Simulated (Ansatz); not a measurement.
Geometry optimisation, RKS PBE/def2-SVP in Ansatz 0.2.0.

input.yaml

```yaml
crystal:
  periodic: [false, false, false]
  atoms:
    - { symbol: "N", position_ang: [-0.212, 0.5556, 1.4398] }
    - { symbol: C, position_ang: [-0.4464, -0.6462, 0.6834] }
    - { symbol: O, position_ang: [0.6968, -1.415, 0.6801] }
    - { symbol: Al, position_ang: [0.5044, -0.7654, -1.0396] }
    - { symbol: O, position_ang: [0.9413, 0.2978, -2.4454] }
    - { symbol: H, position_ang: [0.6945, 1.0091, 1.2572] }
    - { symbol: H, position_ang: [-0.9202, 1.2932, 1.0525] }
    - { symbol: H, position_ang: [-1.2999, -1.2182, 0.9584] }
    - { symbol: H, position_ang: [0.1299, 0.843, -2.6035] }
basis:
  gaussian: { orbitals: def2-SVP }
hamiltonian:
  xc: pbe
relax:
  f_tol: 0.02
  max_steps: 50
```

Command:

```bash
$ ansatz run input.yaml --threads 2 --pin off --max-ram 3072MiB --backend cpu --events-out ev --progress --plain --runs-dir out
```

Question: Where does it end, and by what steps?

Answer: The forces met the threshold. After 22 steps the energy has fallen by 2.114 eV; H7 moved furthest, 2.06 Å. Parted: C2–Al4.

```json
{"step": "0", "energy less start (eV)": "0.0000", "largest force component (eV/Å)": "2.676", "accepted": "yes"}
{"step": "1", "energy less start (eV)": "-0.6111", "largest force component (eV/Å)": "1.067", "accepted": "yes"}
{"step": "2", "energy less start (eV)": "-0.9222", "largest force component (eV/Å)": "0.536", "accepted": "yes"}
{"step": "3", "energy less start (eV)": "-1.0467", "largest force component (eV/Å)": "0.457", "accepted": "yes"}
{"step": "4", "energy less start (eV)": "-1.1543", "largest force component (eV/Å)": "0.416", "accepted": "yes"}
{"step": "5", "energy less start (eV)": "-1.2397", "largest force component (eV/Å)": "0.356", "accepted": "yes"}
{"step": "6", "energy less start (eV)": "-1.3026", "largest force component (eV/Å)": "0.600", "accepted": "yes"}
{"step": "7", "energy less start (eV)": "-1.3404", "largest force component (eV/Å)": "0.837", "accepted": "yes"}
{"step": "8", "energy less start (eV)": "-1.3908", "largest force component (eV/Å)": "0.472", "accepted": "yes"}
{"step": "9", "energy less start (eV)": "-1.4372", "largest force component (eV/Å)": "1.397", "accepted": "yes"}
{"step": "10", "energy less start (eV)": "-1.5006", "largest force component (eV/Å)": "1.828", "accepted": "yes"}
{"step": "11", "energy less start (eV)": "-1.6869", "largest force component (eV/Å)": "1.675", "accepted": "yes"}
{"step": "12", "energy less start (eV)": "-1.8330", "largest force component (eV/Å)": "0.702", "accepted": "yes"}
{"step": "13", "energy less start (eV)": "-1.5892", "largest force component (eV/Å)": "3.800", "accepted": "no"}
{"step": "14", "energy less start (eV)": "-1.8902", "largest force component (eV/Å)": "0.236", "accepted": "yes"}
{"step": "15", "energy less start (eV)": "-1.9428", "largest force component (eV/Å)": "0.464", "accepted": "yes"}
{"step": "16", "energy less start (eV)": "-2.0068", "largest force component (eV/Å)": "0.178", "accepted": "yes"}
{"step": "17", "energy less start (eV)": "-2.0686", "largest force component (eV/Å)": "0.148", "accepted": "yes"}
{"step": "18", "energy less start (eV)": "-2.0974", "largest force component (eV/Å)": "0.231", "accepted": "yes"}
{"step": "19", "energy less start (eV)": "-2.1118", "largest force component (eV/Å)": "0.208", "accepted": "yes"}
{"step": "20", "energy less start (eV)": "-2.1137", "largest force component (eV/Å)": "0.044", "accepted": "yes"}
{"step": "21", "energy less start (eV)": "-2.1140", "largest force component (eV/Å)": "0.030", "accepted": "yes"}
{"step": "22", "energy less start (eV)": "-2.1141", "largest force component (eV/Å)": "0.010", "accepted": "yes"}
```

```xyz
9
Properties=species:S:1:pos:R:3
N -0.241 0.496 2.020
C -0.445 -0.124 0.847
O 0.224 0.105 -0.174
Al -0.190 -0.945 -2.002
O 1.079 -0.004 -2.774
H 0.500 1.197 2.098
H -0.811 0.281 2.838
H -1.275 -0.877 0.847
H 1.247 -0.175 -3.717
```

Whether the end is a true minimum wasn't checked by a vibrational analysis.

The run took 45 s on 2 threads of Arm Neoverse V1, on a shared host, peak memory 0.14 GiB.
